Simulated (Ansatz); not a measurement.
H2Mg (SMILES [MgH2]) moved off its minimum; all values from Ansatz (a quantum-chemistry and plane-wave program), cores frozen in correlated methods.
(charge 0, multiplicity 1)
```xyz
3

Mg     0.06951    -0.13972     0.02883
H      0.05242     0.05387    -1.87359
H      0.01945    -0.07268     1.93218
```

```
level                largest force (eV/Å)  on atom  rms difference from CCSD(T)/def2-TZVPPD (eV/Å)  dipole (D)
-------------------  --------------------  -------  ----------------------------------------------  ----------
HF/def2-TZVPP                        1.48       H2                                           0.060        0.65
PBE/def2-TZVPP                       1.25       H2                                           0.049        0.53
r2SCAN/def2-TZVPP                    1.36       H2                                           0.004        0.57
B3LYP/def2-TZVPP                     1.40       H2                                           0.024        0.56
wB97M-V/def2-TZVPP                   1.48       H2                                           0.059        0.59
MP2/def2-TZVPPD                      1.46       H2                                           0.052        0.63
CCSD(T)/def2-TZVPPD                  1.35       H2                                           0.000        0.60
```

The differences count from one level among others, with limits of its own. Forces at CCSD(T)/def2-TZVPPD (eV/Å):

| atom | Fx | Fy | Fz |
|---|---|---|---|
| Mg1 | -0.080 | 0.311 | -0.020 |
| H2 | 0.029 | -0.200 | 1.339 |
| H3 | 0.051 | -0.111 | -1.319 |
